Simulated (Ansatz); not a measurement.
A structure relaxed at PBE0-D4/def2-TZVP, charge 0, multiplicity 1:

| atom | x (Å) | y (Å) | z (Å) |
| --- | --- | --- | --- |
| N1 | -1.501 | 1.939 | -1.681 |
| C2 | -0.920 | 1.189 | -1.030 |
| Si3 | -0.001 | 0.000 | 0.000 |
| C4 | -0.934 | -0.326 | 1.530 |
| N5 | -1.521 | -0.531 | 2.498 |
| C6 | 1.631 | 0.695 | 0.420 |
| N7 | 2.662 | 1.130 | 0.687 |
| C8 | 0.221 | -1.557 | -0.921 |
| N9 | 0.363 | -2.539 | -1.503 |

(1) Give its formula and SMILES.

(2) Point group (tolerance 0.08 Å, 0.16 Å for H)?

(3) Summarise the bond lengths by kind.

Results:

(1) C4N4Si, `N#C[Si](C#N)(C#N)C#N`.

(2) Td.

(3) 4 × C–N 1.151 Å; 4 × C–Si 1.822 Å.

Computed with Ansatz.
